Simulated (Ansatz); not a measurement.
Saddle point of GaH₄ClO₂, closed shell (GaH₂ClO₂ ([OH][Ga]([OH])[Cl]) + H₂ → GaH₃O₂ ([OH][GaH][OH]) + HCl; bonds formed: Ga1–H6, Cl2–H5; bonds broken: Ga1–Cl2, H5–H6), PBE0-D4/def2-TZVP structure:

Ga1  (-0.368, 0.053, -0.123)
Cl2  (1.900, -0.939, 0.269)
O3  (-0.565, 0.487, -1.826)
O4  (-1.616, -0.890, 0.702)
H5  (1.315, 0.374, 0.749)
H6  (0.512, 1.147, 0.841)
H7  (0.205, 0.912, -2.210)
H8  (-1.384, -1.143, 1.598)
(Å)

Energies are electronic, without zero-point energy. Barriers and step energies count from the start structure reached by relaxing down the imaginary mode; all methods use the PBE0-D4 structures, on which another method's saddle can fall below an end. Computed with Ansatz 0.2.0 (basis: def2-TZVPP, with def2-QZVPP for the basis limit); correlated methods freeze the cores. Filled d shells of the heavier atoms are correlated. The def2 sets are not built for correlating such inner shells, so the correlated values are less sure here. B3LYP uses VWN-RPA correlation. Extrapolation: Hartree–Fock as exp(−7.88 √X), correlation as X^−2.97.

```tsv
method	barrier (kcal/mol)	step energy (kcal/mol)
SPW92	?	17.69
PBE-D4	29.65	20.20
BLYP-D4	?	20.35
r2SCAN-D4	32.20	21.76
B97M-V	33.27	19.35
PBE0-D4	32.71	20.73
B3LYP-D4	35.27	20.60
r2SCAN0-D4	34.46	21.87
BHLYP-D4	38.97	21.27
CAM-B3LYP-D4	36.10	19.83
wB97X-V	37.27	20.82
wB97M-V	36.78	20.39
B2PLYP	36.95	21.37
PBE-QIDH	36.03	21.91
RPA on PBE	?	19.66
HF	47.90	22.69
MP2	37.92	22.68
CCSD	39.16	20.70
CCSD(T)	37.54	21.04
```

Question: Fill in the withheld barriers. (An estimate is asked for; the value comes from the calculation.)

Answer: By the calculation: BLYP-D4 33.26; SPW92 22.78; RPA on PBE 36.97 kcal/mol. Each is the energy of the saddle less that of the start structure, by the same method.

For comparison, the barrier by CCSD(T) at an estimated basis limit (MP2 extrapolated from triple and quadruple zeta, plus CCSD(T) − MP2 in triple zeta) is 37.54 kcal/mol.

The T1 diagnostic stays at or below 0.014.

Labels in which every atom is bracketed show which atoms are joined, not bond orders.

For scale, one of the runs: CCSD(T)/def2-TZVPP, 208 basis functions, launched by `ansatz run in.yaml --threads 4 --pin off --events-out ev --progress --plain --max-ram 9574MiB`. Hardware: 4 CPU threads of an Arm Neoverse V1, shared host. Wall time 97 s; peak host memory 2.9 GiB.
